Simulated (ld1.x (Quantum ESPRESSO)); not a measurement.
# Configuration tests for Ca (TM)

* Element: calcium (Ca)
* Generator: ld1.x (Quantum ESPRESSO) 7.5
* Type: norm-conserving Troullier–Martins (Kleinman–Bylander form)
* Functional: BLYP
* Relativity: fully relativistic
* Frozen core: [Ne]
* Valence charge: 10
* Reference configuration: 3s2 3p6 3d0 4s0 4p0 (charge +2)
* Partial waves: 3s (bound): rc 1.20 bohr; 3p (bound): rc 1.40 bohr; 3d (bound, empty): rc 2.25 bohr
* Local potential: all-electron potential smoothed inside 1.10 bohr (lloc = -1)
* Core correction: Bessel-smoothed model core, default radius (core density twice the valence density)

Open shells are filled in proportion to 2j + 1 (rel_dist='average').

Energies are relative to the spin-unpolarised reference configuration 3s2 3p6 3d0 4s0 4p0; without spin polarisation the order of configurations can differ from experiment.

Question: Give the all-electron excitation energy and the error of the potential for: 3s2 3p6 3d0 4s2 4p0; 3s2 3p6 3d0 4s1 4p0; 3s2 3p6 3d0 4s1.5 4p0; 3s2 3p6 3d0 4s0 4p2; 3s2 3p5 3d0 4s2 4p0; 3s2 3p6 3d1 4s1 4p0; 3s2 3p6 3d0.5 4s1.5 4p0.

Answer:

| valence configuration | charge | ΔE all-electron (eV) | error AE − PS (meV) |
| --- | --- | --- | --- |
| 3s2 3p6 3d0 4s2 4p0 | 0 | -18.189 | +126 |
| 3s2 3p6 3d0 4s1 4p0 | +1 | -11.959 | +92 |
| 3s2 3p6 3d0 4s1.5 4p0 | +0.5 | -15.747 | +115 |
| 3s2 3p6 3d0 4s0 4p2 | 0 | -13.077 | +17 |
| 3s2 3p5 3d0 4s2 4p0 | +1 | 16.250 | +351 |
| 3s2 3p6 3d1 4s1 4p0 | 0 | -15.909 | +64 |
| 3s2 3p6 3d0.5 4s1.5 4p0 | 0 | -17.142 | +88 |

Levels in the configuration 3s2 3p6 3d0 4s1 4p0:

```tsv
level	all-electron (eV)	pseudo (eV)
3s j=1/2	-53.718	-53.620
3p j=1/2	-34.928	-34.835
3p j=3/2	-34.539	-34.447
4s j=1/2	-8.985	-9.042
```

A Bessel basis up to 400 Ry misses an occupied level by 0.04 Ry, so cutoffs and ghosts were not judged.
